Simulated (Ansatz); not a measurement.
Calculated with Ansatz (gas phase, PBE0-D4/def2-TZVP geometries, no zero-point term in ΔE). CBS: MP2 limit from def2 TZ/QZ plus the TZ coupled-cluster correction, frozen cores. This one scheme is used for every species. Functionals use def2-TZVPP. HSE06 is defined as in plane-wave codes. For Se outer-core shells are correlated without core-valence functions, which leaves a few kJ/mol of doubt a bond. Scalar relativity is left out up to krypton. One conformer a species, not always the lowest.

Consider the substitution at a C–B bond: `BC#CN` + H₂Se → `NC#C[SeH]` + BH₃.

(1) Is it downhill or uphill in electronic energy at CCSD(T)/CBS, and by how much? (An estimate is asked.)

(2) What do these levels give: PBE0-D4, r2SCAN0-D4, ωB97X-V, r2SCAN, HSE06, BHLYP? (Best estimate.)

Largest T1 diagnostic among the species: 0.015.

Results:

(1) The calculation gave: Uphill: ΔE = +30.5 kcal/mol.

(2) Computed: PBE0-D4 33.0, r2SCAN0-D4 33.6, ωB97X-V 30.6, r2SCAN 35.0, HSE06 33.5, BHLYP 32.6 kcal/mol.

From r2SCAN to r2SCAN0 (25 % exact exchange), in def2-TZVPP and without D4, ΔE moves by −1.3 kcal/mol. At CCSD(T), def2-SVP lies +1.7 kcal/mol from the extrapolated value and def2-TZVPP −0.8 kcal/mol.
